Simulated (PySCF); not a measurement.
SMILES O[SiH](Cl)Br, PBE0/def2-SVP optimised geometry.

```
6

Si    -0.69    -0.71     0.00
O     -1.28    -1.52     1.30
Cl     1.36    -0.71     0.00
Br    -1.36     1.40     0.00
H     -1.19    -1.40    -1.20
H     -1.11    -1.16     2.18
```

Density from PySCF with PBE0/def2-TZVP at that geometry.

Minimum of the electron density along straight lines between bonded atoms, close to the bond critical point (lines longer than 1.1 times the sum of covalent radii, or with two minima, are not listed):

```tsv
bond	length / Å	ρ at the minimum / e bohr⁻³	∇²ρ there / e bohr⁻⁵	position (fraction from the first atom)
Si1–O2	1.641	0.142	…	0.41
Si1–Cl3	2.058	0.100	…	0.36
Si1–Br4	2.217	0.091	…	0.35
Si1–H5	1.474	0.130	0.13	0.49
O2–H6	0.963	0.352	-2.43	0.81
```

Task: What belongs in the gaps?

Result: 
- Si1–O2, ∇²ρ there / e bohr⁻⁵: 0.83
- Si1–Cl3, ∇²ρ there / e bohr⁻⁵: 0.22
- Si1–Br4, ∇²ρ there / e bohr⁻⁵: 0.08
